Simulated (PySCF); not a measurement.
**Correlation energy of F (fluorine, neutral)**

[He] 2s2 2p5, 2P determinant. Calculation: PySCF 2.14, in aug-cc-pVDZ (4s3p2d, 23 functions); no relativity, point nucleus. Frozen: 1s2; 7 electrons correlated.

MP2 pair energies summed by pair of shells (mhartree):

```csv
pair,energy,share (%)
2p-2p,-100.46,65.0
2s-2p,-46.25,29.9
2s-2s,-7.90,5.1
```

Total MP2 correlation energy: -154.61 mhartree.

Same-spin part -39.28 and opposite-spin part -115.32 mhartree; SCS-MP2 scales them by 1/3 and 6/5 to -151.48 mhartree.

```json
{"level": "CCSD", "correlation energy (mhartree)": "-166.66"}
{"level": "(T)", "correlation energy (mhartree)": "-2.32"}
{"level": "CCSD(T)", "correlation energy (mhartree)": "-168.98"}
```

Diagnostics: T1 = 0.0098, D1 = 0.0160, largest double amplitude 0.038.

Cost of the coupled-cluster step: 0.21 s of wall time on 1 thread of Neoverse-V1 (shared host), for 7 correlated electrons.

Iterations:

```
CC2 = 0
CCSD nocc = (np.int64(4), np.int64(3)), nmo = (22, 22)
frozen orbitals [[0], [0]]
max_cycle = 100
direct = 0
conv_tol = 1e-08
conv_tol_normt = 1e-06
diis_space = 8
diis_start_cycle = 0
Init t2, MP2 energy = -0.154607274185432
Init E_corr(UCCSD) = -0.154607274186202
cycle = 1  E_corr(UCCSD) = -0.163260430428298  dE = -0.00865315624  norm(t1,t2) = 0.0349874
cycle = 2  E_corr(UCCSD) = -0.165740671841483  dE = -0.00248024141  norm(t1,t2) = 0.00919756
cycle = 3  E_corr(UCCSD) = -0.166339377777322  dE = -0.000598705936  norm(t1,t2) = 0.00500182
cycle = 4  E_corr(UCCSD) = -0.166683410926297  dE = -0.000344033149  norm(t1,t2) = 0.00203221
cycle = 5  E_corr(UCCSD) = -0.166639214112219  dE = 4.41968141e-05  norm(t1,t2) = 0.000810442
cycle = 6  E_corr(UCCSD) = -0.166654977480732  dE = -1.57633685e-05  norm(t1,t2) = 0.000168697
cycle = 7  E_corr(UCCSD) = -0.166657738612595  dE = -2.76113186e-06  norm(t1,t2) = 4.17405e-05
cycle = 8  E_corr(UCCSD) = -0.166657188731235  dE = 5.49881361e-07  norm(t1,t2) = 1.08631e-05
cycle = 9  E_corr(UCCSD) = -0.166657117473523  dE = 7.12577118e-08  norm(t1,t2) = 3.10609e-06
cycle = 10  E_corr(UCCSD) = -0.166657115108066  dE = 2.36545697e-09  norm(t1,t2) = 8.56011e-07
UCCSD converged
E(UCCSD) = -99.54774890806392  E_corr = -0.1666571151080658
UCCSD(T) correction = -0.0023205482351401
```
